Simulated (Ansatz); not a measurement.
Consider the ligand exchange at a Ge–C bond: `B[CH](Cl)[GeH3]` + `N=CBO` → `OB/C=[N]/[GeH3]` + `BCCl`.

Computed with Ansatz on PBE0-D4/def2-TZVP structures; ΔE is electronic, products minus reactants. CCSD(T)/CBS is the MP2 limit (def2-TZVPP, def2-QZVPP) plus CCSD(T) − MP2 in def2-TZVPP, frozen cores. DFT in def2-TZVPP. B3LYP here is the variant with VWN-RPA as its local correlation; programs differ in this. For Ge outer-core shells are correlated without core-valence functions, which leaves a few kJ/mol of doubt a bond. Scalar relativity is left out up to krypton. One conformer a species, not always the lowest.

```tsv
level	ΔE (kJ/mol)	difference from CCSD(T)/CBS
PBE0-D4	18.2	0.2
PBE	17.1	-0.9
PBE0	15.4	-2.6
B3LYP	4.6	-13.4
CCSD(T)/def2-TZVPP	16.2	-1.8
HF/def2-QZVPP	-14.5	-32.5
MP2/def2-QZVPP	18.3	0.3
HF/CBS(def2)	-14.7	-32.7
MP2/CBS(def2)	19.3	1.3
CCSD/CBS(def2)	14.2	-3.8
CCSD(T)/CBS	18.0	0
```

Largest T1 diagnostic among the species: 0.014.

In def2-TZVPP, CCSD(T) changes the Hartree–Fock value by +29.8 kJ/mol (the triples alone add +3.8 kJ/mol) and MP2 by +31.2 kJ/mol. The D4 term adds +5.6 kJ/mol with B3LYP and +2.8 kJ/mol with PBE0; it sums over pairs of atoms, weighted by their polarisabilities, and B3LYP, whose exchange is more repulsive, gets the larger term.
